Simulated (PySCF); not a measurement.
TDDFT excited states: C4H3Br2N3

Species: 2-amino-3,5-dibromopyrazine, C4H3Br2N3.
SMILES: `Nc1ncc(Br)nc1Br`

The calculation used PySCF 2.14.0, density-fitted response routines, TDDFT B3LYP/def2-SVPD, vertical, gas phase, core orbitals frozen in the response. Geometry: PBE0-D3(BJ)/def2-SVP; no solvent, vibrations or thermal averaging. Relativistic effects, spin–orbit coupling among them, are left out although an element past zinc is present. Torsions of this conformer, `[NH2:1][c:2]1[n:3][cH:4][c:5]([Br:6])[n:7][c:8]1[Br:9]`: H–N1–C2–N3 172°, H–N1–C2–N3 8°.

| state | E (eV) | λ (nm) | f | \|μ\| (D) | main configurations (H = HOMO, L = LUMO) |
| --- | --- | --- | --- | --- | --- |
| S1 | 4.00 | 310.1 | 0.111 | 2.71 | H→L (96%) |
| S2 | 4.46 | 278.0 | 0.0043 | 0.50 | H-1→L (99%) |
| S3 | 4.89 | 253.3 | 0.0002 | 0.09 | H→L+2 (98%) |
| S4 | 5.19 | 238.7 | 0.263 | 3.65 | H→L+1 (92%) |
| S5 | 5.27 | 235.4 | 0.0001 | 0.08 | H-2→L (86%), H-4→L (9%) |
| S6 | 5.36 | 231.5 | 0.0018 | 0.30 | H→L+3 (96%) |
| S7 | 5.38 | 230.3 | 0.0008 | 0.20 | H-1→L+1 (99%) |
| S8 | 5.49 | 225.8 | 0.0002 | 0.09 | H-4→L (85%), H-2→L (11%) |
| S9 | 5.58 | 222.1 | 0.035 | 1.28 | H-3→L (84%) |
| S10 | 5.87 | 211.3 | 0.025 | 1.05 | H-5→L (91%) |

Triplets (Tamm–Dancoff): T1 3.00 eV, H→L (98%); T2 3.69 eV, H→L+1 (93%); T3 3.91 eV, H-1→L (96%); T4 4.62 eV, H→L+2 (94%).

The lowest singlet comes at 310 nm (386 kJ/mol) in the ultraviolet; it is of moderate strength; its leading configuration is HOMO→LUMO (96%). The most intense listed level is S4 at 5.19 eV (239 nm, f = 0.263), 1.20 eV above S1. Löwdin shares by element: HOMO carbon 26% or more, nitrogen 19% or more, bromine 18% or more (atoms not listed hold the other 38%); LUMO nitrogen 44% or more, carbon 32% or more (atoms not listed hold the other 23%). The oscillator strengths of these states sum to 0.441; summed over the whole spectrum of an exact calculation they would give the number of electrons, 118 (Thomas–Reiche–Kuhn). Of the 10 states listed, 4 reach f = 0.01 and 3 stay under 0.0005. Weighted by f, the mean energy of these states is 4.95 eV. All these states lie below the vertical ionisation energy of 8.35 eV (ΔSCF). The window holds the lowest 10 singlets.
